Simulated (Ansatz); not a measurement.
Cartesian coordinates (Å):
```xyz
4

I     -2.1068    -1.0631    -0.4217
Al    -0.0029     0.2334    -0.3920
I      2.1315    -0.9423    -0.8051
H     -0.0218     1.7720    -0.1164
```
Charge 0, spin multiplicity 1.

Method: frozen-core CCSD(T)/def2-TZVPP // B3LYP-D3(BJ)/def2-TZVP (Ansatz, a first-principles code).

```json
{
  "HF energy": "-835.95698 Ha",
  "MP2 correlation energy": "-1.06231 Ha"
}
```

**Question.** Estimate the CCSD correlation energy, the (T) correction, the total energy and the T1 diagnostic.

**Answer.** 
```
Quantity                        Result
-----------------------  -------------
CCSD correlation energy    -1.01285 Ha
(T) correction             -0.02343 Ha
CCSD(T) total energy     -836.99325 Ha
T1 diagnostic                    0.008
```
